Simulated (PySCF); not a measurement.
H4P (SMILES [PH4+]), charge +1, singlet, geometry from GFN2-xTB; B3LYP/def2-TZVP in PySCF.

Input for PySCF:
```python
from pyscf import gto, scf, dft

mol = gto.M(
    atom='''
P    -0.000000   -0.000000   -0.000000
H    -0.009873    1.282593   -0.495151
H     1.126861   -0.652796   -0.440861
H    -1.118261   -0.669096   -0.438315
H     0.001273    0.039299    1.374326
''',
    basis='def2-tzvp',
    charge=1,
    spin=0,
    verbose=4,
)

mf = dft.RKS(mol)
mf.xc = 'b3lyp'
mf.kernel()
```

**Question.** Write the output that PySCF gives for this input, abridged.

**Answer.** 
```
PySCF version 2.14.0

[INPUT] verbose = 4
[INPUT] num. atoms = 5
[INPUT] num. electrons = 18
[INPUT] charge = 1
[INPUT] spin (= nelec alpha-beta = 2S) = 0
[INPUT] symmetry False subgroup None
[INPUT] Mole.unit = angstrom
[INPUT] Symbol           X                Y                Z      unit          X                Y                Z       unit  Magmom
[INPUT]  1 P      0.000000000000   0.000000000000   0.000000000000 AA    0.000000000000   0.000000000000   0.000000000000 Bohr   0.0
[INPUT]  2 H     -0.009873000000   1.282593000000  -0.495151000000 AA   -0.018657266028   2.423749499284  -0.935699780305 Bohr   0.0
[INPUT]  3 H      1.126861000000  -0.652796000000  -0.440861000000 AA    2.129458670454  -1.233605655212  -0.833106549002 Bohr   0.0
[INPUT]  4 H     -1.118261000000  -0.669096000000  -0.438315000000 AA   -2.113207025782  -1.264408191042  -0.828295306289 Bohr   0.0
[INPUT]  5 H      0.001273000000   0.039299000000   1.374326000000 AA    0.002405621357   0.074264346969   2.597099745869 Bohr   0.0

nuclear repulsion = 24.5074162051088
number of shells = 29
number of NR pGTOs = 95
number of NR cGTOs = 61
basis = def2-tzvp
ecp = {}

******** <class 'pyscf.dft.rks.RKS'> ********
method = RKS
initial guess = minao
damping factor = 0
level_shift factor = 0
DIIS = <class 'pyscf.scf.diis.CDIIS'>
diis_start_cycle = 1
diis_space = 8
diis_damp = 0
SCF conv_tol = 1e-09
SCF conv_tol_grad = None
SCF max_cycles = 50
direct_scf = True
direct_scf_tol = 1e-13
XC library pyscf.dft.libxc version 7.1.2
    S. Lehtola, C. Steigemann, M. J. T. Oliveira, and M. A. L. Marques,  SoftwareX 7, 1–5 (2018)
XC functionals = b3lyp
    P. J. Stephens, F. J. Devlin, C. F. Chabalowski, and M. J. Frisch,  J. Phys. Chem. 98, 11623 (1994)
radial grids:
    Treutler-Ahlrichs [JCP 102, 346 (1995); DOI:10.1063/1.469408] (M4) radial grids

becke partition: Becke, JCP 88, 2547 (1988); DOI:10.1063/1.454033
pruning grids: <function nwchem_prune>
grids dens level: 3
symmetrized grids: False
atomic radii adjust function: <function treutler_atomic_radii_adjust>
small_rho_cutoff = 0
Set gradient conv threshold to 3.16228e-05
Initial guess from minao.
tot grids = 58416
init E= -343.673210220996
  HOMO = -0.446112723840561  LUMO = -0.0115634527327515  gap/eV = 11.82469
cycle= 1 E= -343.472809755474  delta_E=  0.2  |g|= 0.187  |ddm|= 1.34
  HOMO = -0.733655159622426  LUMO = -0.255204003009706  gap/eV = 13.01932
cycle= 2 E= -343.479602348805  delta_E= -0.00679  |g|= 0.138  |ddm|= 0.283
  HOMO = -0.706666611247999  LUMO = -0.233581172920002  gap/eV = 12.87331
cycle= 3 E= -343.483351110095  delta_E= -0.00375  |g|= 0.00911  |ddm|= 0.12
  HOMO = -0.702540689482929  LUMO = -0.230299990603799  gap/eV = 12.85032
cycle= 4 E= -343.483360293654  delta_E= -9.18e-06  |g|= 0.00156  |ddm|= 0.00578
  HOMO = -0.703020768144248  LUMO = -0.230631372556807  gap/eV = 12.85437
cycle= 5 E= -343.483361036412  delta_E= -7.43e-07  |g|= 0.000244  |ddm|= 0.00186
  HOMO = -0.702986893699417  LUMO = -0.23059802525461  gap/eV = 12.85436
cycle= 6 E= -343.483361056717  delta_E= -2.03e-08  |g|= 1.95e-05  |ddm|= 0.000292
  HOMO = -0.702989750702778  LUMO = -0.230600432026048  gap/eV = 12.85437
cycle= 7 E= -343.483361056817  delta_E= -1e-10  |g|= 3.29e-07  |ddm|= 2.06e-05
  HOMO = -0.702989753881886  LUMO = -0.230600421747418  gap/eV = 12.85437
Extra cycle  E= -343.483361056818  delta_E= -9.09e-13  |g|= 1.12e-07  |ddm|= 4.12e-07
converged SCF energy = -343.483361056818
```
